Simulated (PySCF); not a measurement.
Delta-SCF ions had no search for a lower state. Excitations are Tamm–Dancoff values on a coarser integration grid. The basis has no diffuse functions, so Rydberg states are missing or too high.

Cartesian coordinates (Å):
SMILES: [SH][Sn]([SH])([SH])[O]C
```xyz
12

C     -1.8769    -0.7654    -0.3552
O     -0.9576     0.1944    -0.8028
Sn     0.8724     0.2736    -0.0495
S      2.0237    -1.7808    -0.5572
S      0.8659     0.4755     2.3544
S      1.6441     2.2740    -1.1241
H     -2.8259    -0.6113    -0.8944
H     -1.5438    -1.8019    -0.5542
H     -2.0892    -0.6789     0.7278
H      2.5895    -1.8137     0.6707
H      0.8739     1.8257     2.2807
H      0.4239     2.4086    -1.6961
```
Charge 0, multiplicity 1.

**Question.** Estimate the S1–T1 gap (TDA), brightest of the four lowest singlets (TDA), HOMO–LUMO gap, dipole moment, S1 oscillator strength, vertical ionisation energy (Delta-SCF), LUMO and HOMO that PBE0-D3(BJ)/def2-TZVP // PBE0-D3(BJ)/def2-SVP (PySCF) returns for this input.

**Answer.** 
- S1–T1 gap (TDA) = 0.44 eV
- brightest of the four lowest singlets (TDA) = 4.76 eV
- HOMO–LUMO gap = 5.65 eV
- dipole moment = 0.91 D
- S1 oscillator strength = 0.012
- vertical ionisation energy (Delta-SCF) = 9.40 eV
- LUMO = -2.06 eV
- HOMO = -7.71 eV
